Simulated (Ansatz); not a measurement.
Frontier orbitals of `C[O][Zr]1234([NH2])([OH])[C@@H]5[C@H]1[C@H]2[C@@]3(F)[C@@H]54`.

Z-matrix (Å, degrees):
```
Zr
C 1 2.532
O 1 1.945 2 110.3
C 1 2.557 2 52.6 3 -87.7
C 1 2.547 2 53.6 3 -127.9
O 1 1.929 2 139.2 3 -144.9
N 1 2.053 2 85.0 3 106.1
C 1 2.527 2 32.4 3 -165.0
C 1 2.555 2 32.3 3 -50.0
H 2 1.079 1 117.0 3 -72.3
H 3 0.952 1 154.1 2 -9.2
F 4 1.332 1 118.7 2 159.5
H 5 1.079 1 118.0 2 -161.0
C 6 1.383 1 163.9 2 5.1
H 7 1.008 1 130.1 2 16.3
H 7 1.012 1 121.3 2 -163.8
H 8 1.079 1 116.7 2 -122.9
H 9 1.079 1 118.5 2 124.0
H 14 1.098 6 111.4 1 17.5
H 14 1.096 6 110.6 1 137.4
H 14 1.097 6 110.8 1 -102.7
```

The species carries charge 0 and has multiplicity 1. Correlated methods include outer-core shells of Zr, which these sets cover unevenly. Zr: def2 effective core potential. All single points use the PBE0-D4/def2-TZVP geometry. It is one conformer, not always the lowest. Basis def2-TZVPP, the Gaussian-basis code of Ansatz.

Orbital energies of one run (eV). Highest occupied ones, from the top: -9.09, -9.26, -9.60, -10.31, -10.65, -11.58, -11.77, -12.49, -12.81, -13.76, -13.79, -14.19, -14.92, -14.97. Empty: 1.65, 2.00, 2.13, 2.21, 2.29, 2.45.

(1) Which functional gave them?
A. HSE06 (plane-wave form)
B. B97M-V
C. ωB97X-V
D. r2SCAN

## Answers

(1) C. HOMO energies: ωB97X-V -9.09, r2SCAN -5.62, HSE06 -6.29, B97M-V -5.67 eV.
